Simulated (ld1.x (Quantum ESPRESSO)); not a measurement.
# lead (Pb): excitation energies, all-electron against RRKJ

ld1.x (Quantum ESPRESSO) 7.5 input, shortened:

```
&input
   title='Pb', zed=82., rel=2, dft='PBE', iswitch=3,
   config='[Xe] 4f14 5d10 6s2 6p1.5', rel_dist='average'
 /
 &inputp
   pseudotype=2, tm=.false., rho0=0.02, lloc=1,
   nlcc=.true.
 /
2
6S  1  0   2.00   0.00  1.90  1.90  0.0
6P  2  1   1.50   0.00  2.05  2.05  0.0
 &test
   configts(1)='6s2 6p1.5'
 /
```

Open shells are filled in proportion to 2j + 1 (rel_dist='average').

Energies are relative to the spin-unpolarised reference configuration 6s2 6p1.5; without spin polarisation the order of configurations can differ from experiment. The p channel is local and has no spin–orbit splitting in the pseudo-atom.

```json
{"valence configuration": "6s2 6p2", "charge": "0", "ΔE all-electron (eV)": "-2.549", "error AE − PS (meV)": "-70"}
{"valence configuration": "6s2 6p1", "charge": "+1", "ΔE all-electron (eV)": "4.149", "error AE − PS (meV)": "+75"}
{"valence configuration": "6s2 6p0", "charge": "+2", "ΔE all-electron (eV)": "17.754", "error AE − PS (meV)": "+222"}
{"valence configuration": "6s1 6p0", "charge": "+3", "ΔE all-electron (eV)": "50.161", "error AE − PS (meV)": "-7.7"}
{"valence configuration": "6s0 6p4", "charge": "0", "ΔE all-electron (eV)": "14.930", "error AE − PS (meV)": "-493"}
```

(1) What are ΔE and the potential's error for 6s1 6p2?

(2) What are ΔE and the potential's error for 6s2 6p2.3?

Levels in the configuration 6s2 6p1:

```csv
level,all-electron (eV),pseudo (eV)
6s j=1/2,-19.193,-19.202
6p j=1/2,-11.225,-9.838
6p j=3/2,-9.374,-9.838
```

Note: ghost state, extra bound levels that the all-electron valence spectrum of the same l lacks: s at -8.3 eV. A true bound ghost makes a file unfit for plane-wave use. The potential misses its own reference levels by up to 1.2 eV, so it is not fit for use.

Results:

(1) ΔE = 13.500 eV all-electron; the error (AE − PS) is -121 meV.

(2) ΔE = -3.381 eV all-electron; the error (AE − PS) is -108 meV.

These tests converged, but a pseudo level misses the all-electron one widely, so the file describes the atom poorly there or has found another state: 6s2 6p2: 6p by 1.1 eV; 6s2 6p2.3: 6p by 1.0 eV; 6s0 6p4: 6p by 1.3 eV.
